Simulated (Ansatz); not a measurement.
The cluster Pb3Se2F2, 7 atoms. Hardware: 4 threads of Intel Xeon Platinum 8259CL on a shared host.

In the def2 sets Pb takes a core potential; there is no spin–orbit coupling.

Question: How many basis functions does each of these Ansatz runs have, and roughly what does it cost? BLYP-D4/def2-TZVPD, charge 0 singlet, energy, from earlier orbitals; PBE0-D4/def2-TZVPD, charge -1 doublet at the geometry of the charge 0 singlet, energy; B3LYP-D4/def2-TZVP, charge 0 singlet, energy, from earlier orbitals; BHLYP-D4/def2-TZVP, charge 0 singlet, energy, from earlier orbitals; r2SCAN-D4/def2-TZVP, charge 0 triplet at the geometry of the charge 0 singlet, energy, from earlier orbitals; PBE-D4/def2-TZVPD, charge -1 doublet at the geometry of the charge 0 singlet, energy, from earlier orbitals; PBE-D4/def2-TZVP, charge 1 doublet at the geometry of the charge 0 singlet, energy, from earlier orbitals; PBE-D4/def2-SVP, charge 0 singlet, relaxation, 6 steps; r2SCAN-D4/def2-TZVP, charge 0 singlet, energy and forces, from earlier orbitals; BLYP-D4/def2-TZVP, charge 1 doublet at the geometry of the charge 0 singlet, energy, from earlier orbitals; PBE-D4/def2-TZVP, charge 0 triplet at the geometry of the charge 0 singlet, energy; PBE0-D4/def2-TZVPD, charge 0 singlet, energy, from earlier orbitals.

Answer: Other jobs shared the machine, so times can vary by a factor of up to 3. A dash marks memory too small to be measured apart from the calling script's.

```json
{"run": "BLYP-D4/def2-TZVPD, charge 0 singlet, energy, from earlier orbitals", "functions": "362", "fitting or Cholesky vectors": "2428", "wall time": "15 s", "peak host memory (GiB)": "1.1"}
{"run": "PBE-D4/def2-SVP, charge 0 singlet, relaxation, 6 steps", "functions": "170", "fitting or Cholesky vectors": "1876", "wall time": "21 s", "peak host memory (GiB)": "–"}
{"run": "B3LYP-D4/def2-TZVP, charge 0 singlet, energy, from earlier orbitals", "functions": "308", "fitting or Cholesky vectors": "2420", "wall time": "21 s", "peak host memory (GiB)": "2.1"}
{"run": "r2SCAN-D4/def2-TZVP, charge 0 singlet, energy and forces, from earlier orbitals", "functions": "308", "fitting or Cholesky vectors": "2232", "wall time": "24 s", "peak host memory (GiB)": "0.76"}
{"run": "BHLYP-D4/def2-TZVP, charge 0 singlet, energy, from earlier orbitals", "functions": "308", "fitting or Cholesky vectors": "2765", "wall time": "26 s", "peak host memory (GiB)": "2.3"}
{"run": "PBE0-D4/def2-TZVPD, charge 0 singlet, energy, from earlier orbitals", "functions": "362", "fitting or Cholesky vectors": "2713", "wall time": "31 s", "peak host memory (GiB)": "2.9"}
{"run": "PBE-D4/def2-TZVP, charge 1 doublet at the geometry of the charge 0 singlet, energy, from earlier orbitals", "functions": "308", "fitting or Cholesky vectors": "2232", "wall time": "41 s", "peak host memory (GiB)": "1.6"}
{"run": "BLYP-D4/def2-TZVP, charge 1 doublet at the geometry of the charge 0 singlet, energy, from earlier orbitals", "functions": "308", "fitting or Cholesky vectors": "2232", "wall time": "47 s", "peak host memory (GiB)": "1.6"}
{"run": "PBE-D4/def2-TZVP, charge 0 triplet at the geometry of the charge 0 singlet, energy", "functions": "308", "fitting or Cholesky vectors": "2232", "wall time": "54 s", "peak host memory (GiB)": "1.7"}
{"run": "PBE-D4/def2-TZVPD, charge -1 doublet at the geometry of the charge 0 singlet, energy, from earlier orbitals", "functions": "362", "fitting or Cholesky vectors": "2428", "wall time": "58 s", "peak host memory (GiB)": "2.5"}
{"run": "r2SCAN-D4/def2-TZVP, charge 0 triplet at the geometry of the charge 0 singlet, energy, from earlier orbitals", "functions": "308", "fitting or Cholesky vectors": "2232", "wall time": "96 s", "peak host memory (GiB)": "1.8"}
{"run": "PBE0-D4/def2-TZVPD, charge -1 doublet at the geometry of the charge 0 singlet, energy", "functions": "362", "fitting or Cholesky vectors": "2883", "wall time": "2.6 min", "peak host memory (GiB)": "3.5"}
```
